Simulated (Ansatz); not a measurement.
Relaxation of ClFH$_{4}$Sn (7 atoms, charge 0, multiplicity 1), to a largest force component of 0.03 eV/Å in at most 50 steps.

Level of theory: RKS BLYP/def2-SVP in Ansatz 0.2.0.

```xyz
7
Properties=species:S:1:pos:R:3
Sn 0.209 0.000 -0.078
Cl 0.319 0.000 2.336
H 1.882 0.000 -0.542
H -0.568 1.462 -0.557
H -0.568 -1.462 -0.557
F -2.640 0.000 1.072
H -2.207 0.000 1.900
```

Where does it end, and by what steps?

The forces met the threshold. After 5 steps the energy has fallen by 0.063 eV; H7 moved furthest, 0.23 Å.

| step | energy less start (eV) | largest force component (eV/Å) | accepted |
| --- | --- | --- | --- |
| 0 | 0.0000 | 0.434 | yes |
| 1 | -0.0338 | 0.907 | yes |
| 2 | 0.0145 | 0.651 | no |
| 3 | -0.0580 | 0.172 | yes |
| 4 | -0.0631 | 0.068 | yes |
| 5 | -0.0634 | 0.012 | yes |

```xyz
7
Properties=species:S:1:pos:R:3
Sn 0.181 0.000 -0.115
Cl 0.131 0.000 2.329
H 1.881 0.000 -0.452
H -0.574 1.461 -0.626
H -0.574 -1.461 -0.626
F -2.638 0.000 1.187
H -1.979 0.000 1.875
```

Time of the run: 5.2 s on 1 thread of AMD EPYC 9R45 96-Core Processor (Zen 5), with other jobs on the host, peak memory 0.16 GiB.
